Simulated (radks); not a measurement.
Question: The mean radii <r> (bohr) of the occupied orbitals of an atom or ion are listed with their occupations. All-electron calculation, Dirac Kohn-Sham, PBE, spin-unpolarised, spherical densities, point nucleus. Program: a radial shooting solver on a logarithmic mesh with Libxc functionals.

| orbital | occ. | <r> |
|---|---|---|
| 1s1/2 | 2 | 0.02037 |
| 2s1/2 | 2 | 0.08588 |
| 2p1/2 | 2 | 0.07147 |
| 2p3/2 | 4 | 0.07875 |
| 3s1/2 | 2 | 0.2249 |
| 3p1/2 | 2 | 0.2146 |
| 3p3/2 | 4 | 0.2283 |
| 3d3/2 | 4 | 0.2012 |
| 3d5/2 | 6 | 0.2055 |
| 4s1/2 | 2 | 0.5081 |
| 4p1/2 | 2 | 0.5172 |
| 4p3/2 | 4 | 0.5487 |
| 4d3/2 | 4 | 0.5774 |
| 4d5/2 | 6 | 0.5886 |
| 5s1/2 | 2 | 1.254 |
| 5p1/2 | 2 | 1.417 |
| 5p3/2 | 4 | 1.529 |
| 4f5/2 | 6 | 0.8168 |
| 4f7/2 | 6 | 0.8384 |
| 6s1/2 | 1 | 3.630 |

Name the element and its charge. Open shells, if any, fill j = l - 1/2 first.

Answer: Z = 68, erbium, charge +1: Er+ in [Xe] 4f12 6s1. The 1s radius gives Z: for a bare nucleus <r> = (2 gamma + 1)/(2Z) with gamma = sqrt(1 - (Z/c)^2), 0.02012 bohr for Z = 68, and screening makes it slightly larger (0.02037 here). The occupations add up to 67, and the charge is Z minus that.
